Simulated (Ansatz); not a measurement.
C3H5ClSi can be A, `ClC1=CC[SiH2]1`, or B, `ClCC1=C[SiH2]1`.

Gas-phase electronic energies from Ansatz, PBE0-D4/def2-TZVP geometries. CBS: MP2 limit from def2 TZ/QZ plus the TZ coupled-cluster correction, frozen cores. Functionals use def2-TZVPP. B3LYP here is the variant with VWN-RPA as its local correlation; programs differ in this. Each species was taken in one conformer, which may not be the lowest.

Problem. Which isomer does CCSD(T)/CBS put lower? Give the gap. (An estimate is asked.)

Solution. Computed: A, by 20.2 kcal/mol.

Problem. Give E(B) − E(A) in kcal/mol with BLYP-D4, HF/def2-TZVPP, CCSD(T)/def2-TZVPP, CCSD(T)/def2-SVP, B3LYP, B3LYP-D4, ωB97M-V. (Best estimate.)

Solution. Ansatz gave: BLYP-D4 19.1, HF/def2-TZVPP 18.8, CCSD(T)/def2-TZVPP 20.4, CCSD(T)/def2-SVP 19.7, B3LYP 19.2, B3LYP-D4 19.6, ωB97M-V 20.0. None reverses the order clearly.

Problem. Does the order hold for the free energy at 298.15 K (harmonic terms from PBE0-D4)? (Estimate.)

Solution. Ansatz gave: Yes: G(B) − G(A) = +19.2 kcal/mol, for one conformer each. Modes under 60 cm⁻¹, often nearly free rotors, make the harmonic entropy too high.

Largest T1 diagnostic: 0.012.

From BLYP to BHLYP (50 % exact exchange), in def2-TZVPP and without D4, E(B) − E(A) moves by +1.1 kcal/mol. Leaving LDA and LC-ωPBE aside and taking each functional with its dispersion term where it has one, the values, not all of them listed here, spread over 2.1 kcal/mol, from BLYP-D4 to PBE-QIDH. LDA lies +1.9 kcal/mol from PBE without D4.
